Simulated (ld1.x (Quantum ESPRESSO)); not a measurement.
## Reading a pseudo-wave (Mg (Z = 12))

Columns: radius, all-electron u(r) and pseudo u(r) of the 3s shell (level -17.89 eV) of magnesium in the configuration [He] 2s2 2p6 3s0 3p0; LDA (PZ), non-relativistic, ultrasoft scheme, ld1.x (Quantum ESPRESSO) 7.5.

```tsv
r (bohr)	all-electron	pseudo
0.080	0.1687	-0.2302
0.160	0.0371	-0.4367
0.240	-0.1318	-0.5994
0.320	-0.2571	-0.7039
0.400	-0.3230	-0.7437
0.480	-0.3362	-0.7206
0.560	-0.3091	-0.6433
0.640	-0.2539	-0.5258
0.720	-0.1806	-0.3846
0.800	-0.0970	-0.2356
0.880	-0.0088	-0.0921
0.960	0.0799	0.0374
1.040	0.1660	0.1489
1.120	0.2475	0.2429
1.200	0.3231	0.3225
1.280	0.3918	0.3918
1.360	0.4531	0.4531
1.440	0.5071	0.5071
1.520	0.5534	0.5534
1.600	0.5926	0.5926
1.680	0.6248	0.6248
1.760	0.6506	0.6506
1.840	0.6701	0.6701
1.920	0.6842	0.6842
2.000	0.6931	0.6931
2.080	0.6975	0.6975
```

Task: How many radial nodes do the two functions have?

Result: The all-electron 3s function has n − l − 1 = 2; the pseudo-wave has 1, since 1 lower shell of the same l stays in the valence.

Task: At about which radius was the pseudo-wave matched?

Result: 1.35 bohr, where the columns begin to agree (steps of 0.08 bohr).

Task: Is the pseudo-wave norm-conserving?

Result: No, it belongs to an ultrasoft set: the norm inside the radius is not constrained, and the difference is carried by the augmentation charge.
